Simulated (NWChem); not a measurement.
System: C₃H₇NSi; SMILES C=C/C=N/[SiH3]

Here is an NWChem input.

```
start job
memory heap 200 mb stack 900 mb global 1100 mb
geometry units angstroms noautosym nocenter noautoz
  C      0.755210     2.549747     0.000000
  C     -0.460535     1.990774     0.000000
  C     -0.668315     0.530506     0.000000
  N      0.287765    -0.306429     0.000000
  Si     0.125396    -2.050713     0.000000
  H      1.643675     1.911024     0.000000
  H      0.890092     3.633912     0.000000
  H     -1.361591     2.613092     0.000000
  H     -1.739351     0.227628     0.000000
  H     -0.612949    -2.521836     1.215930
  H     -0.612949    -2.521836    -1.215930
  H      1.482223    -2.663646     0.000000
end
basis spherical
  * library pcsseg-1
end
dft
  xc bhlyp
  iterations 150
end
property
  shielding 11 1 2 3 4 5 6 7 8 9 10 12
end
task dft property
```

Output (shortened):

```
             Northwest Computational Chemistry Package (NWChem) 7.3.0
             --------------------------------------------------------

                             Geometry "geometry" -> ""
                             -------------------------

 Output coordinates in angstroms (scale by  1.889725989 to convert to a.u.)

  No.       Tag          Charge          X              Y              Z
 ---- ---------------- ---------- -------------- -------------- --------------
    1 C                    6.0000     0.75521000     2.54974700     0.00000000
    2 C                    6.0000    -0.46053500     1.99077400     0.00000000
    3 C                    6.0000    -0.66831500     0.53050600     0.00000000
    4 N                    7.0000     0.28776500    -0.30642900     0.00000000
    5 Si                  14.0000     0.12539600    -2.05071300     0.00000000
    6 H                    1.0000     1.64367500     1.91102400     0.00000000
    7 H                    1.0000     0.89009200     3.63391200     0.00000000
    8 H                    1.0000    -1.36159100     2.61309200     0.00000000
    9 H                    1.0000    -1.73935100     0.22762800     0.00000000
   10 H                    1.0000    -0.61294900    -2.52183600     1.21593000
   11 H                    1.0000    -0.61294900    -2.52183600    -1.21593000
   12 H                    1.0000     1.48222300    -2.66364600     0.00000000

 Effective nuclear repulsion energy (a.u.)     198.7012697719

                              NWChem Property Module
                              ----------------------

  itol2e modified to match energy
  convergence criterion.

                                 NWChem DFT Module
                                 -----------------

 Summary of "ao basis" -> "ao basis" (spherical)
 ------------------------------------------------------------------------------
       Tag                 Description            Shells   Functions and Types
 ---------------- ------------------------------  ------  ---------------------
 C                          pcsseg-1                 7       17   3s3p1d
 N                          pcsseg-1                 7       17   3s3p1d
 Si                         pcsseg-1                10       24   4s5p1d
 H                          pcsseg-1                 3        5   2s1p

  itol2e modified to match energy
  convergence criterion.

            General Information
            -------------------
          SCF calculation type: DFT
          Wavefunction type:  closed shell.
          No. of atoms     :    12
          No. of electrons :    46
           Alpha electrons :    23
            Beta electrons :    23
          Charge           :     0
          Spin multiplicity:     1
          Use of symmetry is: off; symmetry adaption is: off
          Maximum number of iterations: 150
          AO basis - number of functions:   127
                     number of shells:    59
          Convergence on energy requested:  1.00D-07
          Convergence on density requested:  1.00D-05
          Convergence on gradient requested:  5.00D-04

              XC Information
              --------------
                        BHLYP Method XC Functional
                     Hartree-Fock (Exact) Exchange  0.500
                        Slater Exchange Functional  0.500 local
                    Becke 1988 Exchange Functional  0.500 non-local
              Lee-Yang-Parr Correlation Functional  1.000

[...]

          -----------------------------------------
          Chemical Shielding Tensors (GIAO, in ppm)
          -----------------------------------------

                                NWChem CPHF Module
                                ------------------

  scftype          =     RHF
  nclosed          =       23
  nopen            =        0
  variables        =     2392
  # of vectors     =        3
  tolerance        = 0.10D-03
  level shift      = 0.00D+00
  max iterations   =       50
  max subspace     =       30

 SCF residual:    3.7039225609511510E-004

Iterative solution of linear equations
  No. of variables     2392
  No. of equations        3
  Maximum subspace       30
        Iterations       50
       Convergence  1.0D-04

   iter   nsub   residual    time
   ----  ------  --------  ---------
     1      3    9.86D-01     143.1
     2      6    2.61D-01     155.3
     3      9    3.52D-02     167.8
     4     12    4.65D-03     180.0
     5     15    4.71D-04     191.9
     6     18    6.80D-05     204.4

      Atom:    1  C
        Diamagnetic
    263.1728      6.5311     -0.0000
      6.5311    261.6962      0.0000
     -0.0000      0.0000    242.9955

        Paramagnetic
   -234.2593     33.4561     -0.0000
     33.4561   -320.7514     -0.0000
     -0.0000     -0.0000    -66.8704

        Total Shielding Tensor
     28.9135     39.9872     -0.0000
     39.9872    -59.0551     -0.0000
     -0.0000     -0.0000    176.1251

           isotropic =      48.6612
          anisotropy =     191.1959

          Principal Components and Axis System
                 1           2           3
              176.1251    -74.5149     44.3733

      1        -0.0000     -0.3606      0.9327
      2        -0.0000      0.9327      0.3606
      3         1.0000      0.0000      0.0000

      Atom:    2  C
        Diamagnetic
    258.3137      6.1822     -0.0000
      6.1822    269.7872      0.0000
     -0.0000      0.0000    238.8739

        Paramagnetic
   -232.6412     56.0652     -0.0000
     56.0652   -314.5207     -0.0000
     -0.0000     -0.0000    -92.6019

        Total Shielding Tensor
     25.6725     62.2474     -0.0000
     62.2474    -44.7335     -0.0000
     -0.0000     -0.0000    146.2720

           isotropic =      42.4037
          anisotropy =     155.8025

          Principal Components and Axis System
                 1           2           3
              146.2720    -81.0426     61.9817

      1        -0.0000     -0.5039      0.8638
      2        -0.0000      0.8638      0.5039
      3         1.0000      0.0000      0.0000

      Atom:    3  C
        Diamagnetic
    255.8703     -6.4063     -0.0000
     -6.4063    267.8630     -0.0000
     -0.0000     -0.0000    235.7435

        Paramagnetic
   -303.1582    -46.4772      0.0000
    -46.4772   -330.8592      0.0000
      0.0000      0.0000   -114.3980

        Total Shielding Tensor
    -47.2880    -52.8834      0.0000
    -52.8834    -62.9963      0.0000
      0.0000      0.0000    121.3455

           isotropic =       3.6871
          anisotropy =     176.4877

          Principal Components and Axis System
                 1           2           3
              121.3455   -108.6056     -1.6786

      1         0.0000      0.6531      0.7573
      2         0.0000      0.7573     -0.6531
      3         1.0000     -0.0000     -0.0000

      Atom:    4  N
        Diamagnetic
    323.5339    -11.5999      0.0000
    -11.5999    349.5595      0.0000
      0.0000      0.0000    319.6748

        Paramagnetic
   -479.3998    117.8738      0.0000
    117.8738   -799.9797      0.0000
      0.0000      0.0000    -17.7426

        Total Shielding Tensor
   -155.8659    106.2739      0.0000
    106.2739   -450.4202      0.0000
      0.0000      0.0000    301.9323

           isotropic =    -101.4513
          anisotropy =    -574.9630

          Principal Components and Axis System
                 1           2           3
             -484.7599    301.9323   -121.5262

      1        -0.3075      0.0000      0.9516
      2         0.9516      0.0000      0.3075
      3        -0.0000      1.0000     -0.0000

      Atom:    5  Si
        Diamagnetic
    876.2961     -0.2129      0.0000
     -0.2129    885.3362     -0.0000
      0.0000     -0.0000    876.3363

        Paramagnetic
   -459.6612    -10.5536     -0.0000
    -10.5536   -417.3023     -0.0000
     -0.0000     -0.0000   -517.3621

        Total Shielding Tensor
    416.6349    -10.7665     -0.0000
    -10.7665    468.0339     -0.0000
     -0.0000     -0.0000    358.9742

           isotropic =     414.5477
          anisotropy =      83.4756

          Principal Components and Axis System
                 1           2           3
              470.1981    414.4708    358.9742

      1        -0.1971      0.9804      0.0000
      2         0.9804      0.1971      0.0000
      3        -0.0000     -0.0000      1.0000

      Atom:    6  H
        Diamagnetic
     36.2259     -3.7945     -0.0000
     -3.7945     30.0330      0.0000
     -0.0000      0.0000     20.8799

        Paramagnetic
     -9.7717      6.1479      0.0000
      6.1479     -6.0460      0.0000
      0.0000      0.0000      1.7194

        Total Shielding Tensor
     26.4542      2.3534      0.0000
      2.3534     23.9870      0.0000
      0.0000      0.0000     22.5994

           isotropic =      24.3469
          anisotropy =       5.2963

          Principal Components and Axis System
                 1           2           3
               27.8777     22.5994     22.5635

      1         0.8556     -0.0000     -0.5176
      2         0.5176      0.0000      0.8556
      3         0.0000      1.0000     -0.0000

      Atom:    7  H
        Diamagnetic
     25.9789      4.4920     -0.0000
      4.4920     41.6431      0.0000
     -0.0000      0.0000     22.8467

[...]
```

Level: BHandHLYP/pcSseg-1, GIAO. The geometry was optimised at PBE0/def2-SVP. No frequency run checked for a minimum. The output numbers the shielded atoms by their place in the input's list. The printed shielding anisotropy is the first printed principal value minus the mean of the other two.
